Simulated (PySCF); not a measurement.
Ionisation energy of Os³⁴⁺ by level of theory

Os³⁴⁺ [Kr] 4d6 [4d3/2^4 4d5/2^2, M_J = 4] → Os³⁵⁺ [Kr] 4d5 [4d3/2^4 4d5/2^1, M_J = 5/2], as a difference of total energies. Computed with PySCF 2.14 in an even-tempered Gaussian basis (17 s from 3.5 bohr⁻², ratio 2.8; 14 p from 4.6 bohr⁻², ratio 2.8; 9 d from 4.6 bohr⁻², ratio 2.8; 3 f from 19 bohr⁻², ratio 3), with the two-component X2C-1e Hamiltonian. Correlated levels: [Ar] 3d10 frozen; the 92 highest virtual spinors dropped. "Screened" scales the spin-orbit matrix elements by Boettger's factors to mimic the two-electron term; Breit and QED terms are absent.

```csv
method,ionisation energy (eV)
GHF (spin-free),1473.9
GMP2 (spin-free),1474.3
GHF (screened spin-orbit),1473.6
GMP2 (screened spin-orbit),1473.5
```

Breit and QED terms and the two-electron picture change are absent.

The spin-free rows relax to the high-spin LS determinant and lack the spin-orbit shift.

The labels give the starting determinants; with spin-orbit coupling the two ends relaxed to ⟨J²⟩ = 20.01, ⟨L²⟩ = 11.97, ⟨S²⟩ = 3.24 and ⟨J²⟩ = 8.75, ⟨L²⟩ = 5.38, ⟨S²⟩ = 3.26.

For comparison: 1474 ± 5 eV (theoretical estimate listed by NIST; NIST Atomic Spectra Database, ionization energies).
